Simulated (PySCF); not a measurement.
Compound: BF₂H₃SSi.
SMILES with atom numbers: `[F:1][B:2]([F:3])[SiH2:4][SH:5]` (hydrogens: H6, H7 on Si4; H8 on S5)

Method: PBE0-D3(BJ)/def2-SVP geometry optimisation, gas phase in PySCF; density fitting, grid level 1; the optimiser is geomeTRIC in internal coordinates, started from a GFN2-xTB structure with every atom displaced at random (about 0.01 Å).

Step 0: E = -24851.6825 eV
```
atom  x, y, z in Å  |  force x, y, z in eV/Å
F1      1.7238   -1.7890   -0.3762   -0.756   0.520   0.123
B2      1.1526   -0.6460    0.0391    2.154  -1.524  -0.320
F3      2.0339    0.2069    0.4977   -0.031   0.678   0.213
Si4    -0.7543   -0.2909    0.0100   -1.745   0.860   0.041
S5     -1.1525    1.7731   -0.4672    0.124   0.190  -0.212
H6     -1.4424   -0.5449    1.3009    0.182  -0.311   0.306
H7     -1.5284   -1.0043   -1.0173   -0.005  -0.406  -0.268
H8      0.0224    2.2758   -0.0394    0.076  -0.009   0.116
```

Question: Estimate the geometry and energy of step 1. (The exact step hangs on the optimiser's Hessian estimate; all steps are aligned on step 0, rigid shifts and turns removed.)

Answer: E = -24851.8574 eV, largest force 0.529 eV/Å
```
atom  x, y, z in Å  |  force x, y, z in eV/Å
F1      1.6708   -1.8079   -0.3208    0.121   0.052   0.013
B2      1.1720   -0.6404    0.0228   -0.435   0.183   0.070
F3      2.0113    0.2952    0.4353    0.038  -0.204  -0.100
Si4    -0.8435   -0.2446   -0.0094    0.524  -0.071  -0.001
S5     -1.0898    1.8281   -0.5422   -0.042   0.003  -0.009
H6     -1.3909   -0.6032    1.3343   -0.099   0.050   0.027
H7     -1.5237   -1.0723   -1.0405   -0.098   0.020  -0.032
H8      0.0489    2.2260    0.0682   -0.010  -0.033   0.032
```

The energy changes by -0.1750 eV. The first-order estimate −F·Δx gives -0.4379 eV and the mean of the old and new forces, exact on a quadratic surface, -0.1774 eV. The step makes an angle of 62° with the force vector and moves no atom by more than 0.122 Å.

What follows is the cost of the whole optimisation. Hardware: one thread of an Arm Neoverse V1, on a shared host. Cost: 25 s of wall time, 0.38 GiB resident at most.
